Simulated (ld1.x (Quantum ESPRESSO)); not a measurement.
**W: variants of one PAW potential**

Base potential:

W, PAW, made with ld1.x (Quantum ESPRESSO) 7.5 (PBE, scalar-relativistic). Core [Xe], reference 4f14 5d4 6s2 6p0. Waves: 6s (bound): rcut 2.35, rcutus 2.80 bohr; 6s channel at 3.5 Ry: rcut 2.35, rcutus 2.80 bohr; 6p (bound, empty): rcut 2.35, rcutus 3.25 bohr; 6p channel at 4 Ry: rcut 2.35, rcutus 3.25 bohr; 5d (bound): rcut 1.75, rcutus 2.30 bohr; 5d channel at 2.75 Ry: rcut 1.75, rcutus 2.30 bohr; 4f (bound): rcut 0.95, rcutus 1.20 bohr; 4f channel at -1.6 Ry: rcut 0.95, rcutus 1.20 bohr. Local part: all-electron potential smoothed inside 2.75 bohr (lloc = -1). Core correction: Bessel-smoothed model core inside 0.85 bohr. Augmentation charge: BESSEL, radius 0.90 bohr.

All-electron outer shells of the reference configuration (PBE, scalar-relativistic, ld1.x):

```csv
shell,level (eV),outermost node (bohr),outermost maximum (bohr)
5s,-79.07,0.53,0.96
5p,-43.20,0.57,1.09
4f,-33.21,–,0.43
6s,-5.71,1.28,2.67
5d,-4.48,0.63,1.49
6p,-1.36,1.54,3.75
```

Cutoffs, loose and tight: the cutoffs (Ry, on a coarse ladder) from which the occupation-weighted sum of valence levels, in a spherical-Bessel basis at the reference potential, stays within 10 and 1 mRy of its value at 400 Ry. They do not see the model core or the augmentation charge, which bear on the density cutoff. Test errors are all-electron minus pseudo excitation energies from the reference, over the configurations 4f14 5d4 6s1 6p0; 4f14 5d4 6s0 6p0; 4f14 5d3 6s0 6p0; 4f13 5d5 6s1 6p0; 4f14 5d5 6s0 6p0; 4f13 5d5 6s2 6p0; 4f14 5d4 6s1.5 6p0. A dash means not determined; rows that change the core or the reference have their own tests.

A true bound ghost makes a file unfit for plane-wave use even where its test errors are small: the radial tests pick states by their node count and pass the ghost by.

Cutoffs are not given where the Bessel-basis levels miss the radial ones by over 6 mRy, ghosts where they miss by over 20 mRy; a channel whose overlap is not positive is not tested.

```csv
change,outcome,"cutoff, loose","cutoff, tight",bound ghosts,largest test error (meV)
base,generated,140 Ry,230 Ry,none,-1556
reference 4f14 5d4 6s1 6p0,generated,140 Ry,230 Ry,none,6 of 7 tests not solved or not reliable
"augmentation PSQ, inside the norm-conserving radii",generated,140 Ry,230 Ry,none,-1555
"core [Kr] 4d10 4f14 5s2, valence charge 12; reference 5p6 5d4.5 6s1.5 6p0; waves now 6s (bound): rcut 2.15, rcutus 2.40 bohr; 6s channel at 3.5 Ry: rcut 2.15, rcutus 2.40 bohr; 5p (bound): rcut 1.65, rcutus 1.80 bohr; 6p (bound): rcut 1.65, rcutus 1.80 bohr; 5d (bound): rcut 2.20, rcutus 2.95 bohr; 5d channel at 2.75 Ry: rcut 2.20, rcutus 2.95 bohr; local potential all-electron potential smoothed inside 2.85 bohr (lloc = -1); core correction Bessel-smoothed model core inside 1.80 bohr; augmentation BESSEL, radius 1.40 bohr",failed: new_paw_hamiltonian: negative rho,–,–,–,–
"waves 6s (bound): rcut 2.35, rcutus 2.60 bohr; 6s channel at 3.5 Ry: rcut 2.35, rcutus 2.60 bohr",generated,140 Ry,230 Ry,none,-1589
"waves 6p (bound): rcut 2.35, rcutus 2.76 bohr; 6p channel at 4 Ry: rcut 2.35, rcutus 2.76 bohr",generated,140 Ry,230 Ry,none,-1555
"waves 4f (bound): rcut 0.95, rcutus 1.46 bohr; 4f channel at -1.6 Ry: rcut 0.95, rcutus 1.46 bohr",generated,80 Ry,140 Ry,none,7 of 7 tests not solved or not reliable
core correction Bessel-smoothed model core inside 0.70 bohr,generated,140 Ry,230 Ry,none,-1554
local potential all-electron potential smoothed inside 2.45 bohr (lloc = -1),generated,140 Ry,230 Ry,none,-1045
```

Q: What comes out with this change to the base: local potential all-electron potential smoothed inside 1.14 bohr (lloc = -1)?

A: outcome: generated, overlap not positive; bound ghosts: p (s, d not tested, overlap not positive); largest test error (meV): -327. A file whose overlap is not positive is unfit for use, and its test errors describe a broken file.
